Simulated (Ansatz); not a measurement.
**Abstraction of Br: BBrCl2 + GeH(CH3)2 → BCl2 + GeH(CH3)2Br**

Species: BBrCl2 `ClB(Cl)Br`, singlet; GeH(CH3)2, doublet; BCl2 `Cl[B]Cl`, doublet; GeH(CH3)2Br, singlet. A radical takes Br: the energy is the difference in strength between the B–Br bond broken and the Ge–Br bond made.

Shapes, held fixed at every level: PBE0-D4/def2-TZVP. Programs: Ansatz 0.2.0. Electronic energies: no zero-point or thermal term.

(1) Estimate ΔE of this reaction.

## Answers

(1) The highest level, CCSD(T)/def2-TZVPP, gives ΔE = +41.0 kJ/mol; the levels span +16.2 to +47.7. The column of differences is taken from that level and isn't an error. No measured value is set beside it here. Open shells run unrestricted. Relativity is left out for Br, Ge. Outer-core shells of Br, Ge are correlated, in sets that cover them unevenly. Times are processor times on shared x86 and Arm servers, and rough.

| level | kind | ΔE (kJ/mol) | less CCSD(T)/def2-TZVPP | CPU time (sum over the molecules) |
| --- | --- | --- | --- | --- |
| HF/def2-TZVPP | Hartree–Fock | +16.2 | -24.8 | – |
| PBE-D4/def2-TZVPP | GGA | +47.7 | +6.7 | 26 s |
| B3LYP-D4/def2-TZVPP | global hybrid | +42.5 | +1.5 | 47 s |
| PBE0-D4/def2-TZVPP | global hybrid | +42.6 | +1.6 | 34 s |
| wB97X-V/def2-TZVPP | range-separated hybrid | +40.1 | -0.9 | 80 s |
| CCSD/def2-TZVPP | coupled cluster or CI | +38.6 | -2.4 | – |
| CCSD(T)/def2-TZVPP | coupled cluster or CI | +41.0 | 0.0 | 13 min |
